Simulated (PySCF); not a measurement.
# Spin–orbit doublets of 2p levels

AlCl₄ (charge -1).
Z-matrix (Å and degrees, PBE0-D3(BJ)/def2-SVP geometry), rows numbered from 1:
```
Cl
Al  1  2.1596
Cl  2  2.1593  1  109.56
Cl  2  2.1584  1  109.59  3  -119.62
Cl  2  2.1614  1  109.22  3   120.12
```

Method: delta-SCF UKS SCAN, pcX-2 on the ionised atom, pcseg-1 elsewhere, spin-free X2C (PySCF 2.14.0). These are vertical core ionisation energies against the vacuum level, from separate self-consistent calculations with and without the core hole. The 2p values add to the ΔSCF energy of one spin-free hole a correction within the shell (spin–orbit coupling, ligand field). The splitting includes the ligand field, and 2p3/2 is the mean of two sublevels.

When a 2p electron fills a 1s hole, the emitted photon carries the energy difference of the two hole states (Kα1 from 2p3/2, Kα2 from 2p1/2), here at the ground state's geometry.

```csv
atom,Kα1 (eV),Kα2 (eV),2p3/2 binding energy (eV)
Cl1/Cl3/Cl4/Cl5,2622.58,2620.93,201.32
```

Q: What are the 1s and 2p1/2 binding energies?

A: 1s = Kα1 + 2p3/2, and 2p1/2 = 1s − Kα2:

```json
{"atom": "Cl1/Cl3/Cl4/Cl5", "environment": "chlorine bonded to Al", "1s (eV)": "2823.90", "2p1/2 (eV)": "202.97"}
```

Q: And the 1s levels of the other atoms?

A: Al2 (aluminium bonded to 4 Cl) 1564.13 eV.

Atoms equivalent by their bonding share one computed value, that of the first of them. The species carries charge -1, so core ionisation leaves a neutral species. The basis sets have no added diffuse functions. Geometry: PBE0-D3(BJ)/def2-SVP; no solvent, vibrations or thermal averaging. The geometry's basis has no diffuse functions, a weakness for an anion.

Time: 10 s of wall time; peak memory 0.47 GiB. Hardware: one thread of an Arm Neoverse V2, shared host with 96 logical CPUs at a one-minute load of 28.
